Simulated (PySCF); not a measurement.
Ga(Me)(OMe)(NH2), SMILES [NH2][Ga]([O]C)[CH3] (C2H8GaNO), CAM-B3LYP/def2-SVP optimised geometry.

```
13

Ga     0.20     0.21     0.00
C      2.14     0.21     0.00
H      2.51    -0.33     0.89
H      2.56     1.22     0.00
H      2.52    -0.32    -0.89
O     -0.63    -1.38    -0.01
C     -2.01    -1.59    -0.02
H     -2.56    -0.88    -0.66
H     -2.23    -2.60    -0.40
H     -2.44    -1.53     1.00
N     -0.90     1.64     0.00
H     -0.58     2.60    -0.02
H     -1.91     1.59     0.02
```

Density from CAM-B3LYP/def2-TZVP (PySCF) at that geometry.

Minimum of the electron density along straight lines between bonded atoms, close to the bond critical point (lines longer than 1.1 times the sum of covalent radii, or with two minima, are not listed):

```csv
bond,length / Å,ρ at the minimum / e bohr⁻³,∇²ρ there / e bohr⁻⁵,position (fraction from the first atom)
Ga1–C2,1.945,0.119,0.19,0.48
C2–H3,1.100,0.268,-0.88,0.64
C2–H4,1.099,0.269,-0.89,0.64
C2–H5,1.100,0.268,-0.88,0.64
Ga1–O6,1.788,0.132,0.73,0.48
O6–C7,1.393,0.273,-0.65,0.64
C7–H8,1.109,0.274,-0.93,0.64
C7–H9,1.104,0.278,-0.97,0.65
C7–H10,1.108,0.275,-0.95,0.64
Ga1–N11,1.810,0.136,0.59,0.48
N11–H12,1.013,0.332,-1.61,0.74
N11–H13,1.013,0.332,-1.60,0.74
```
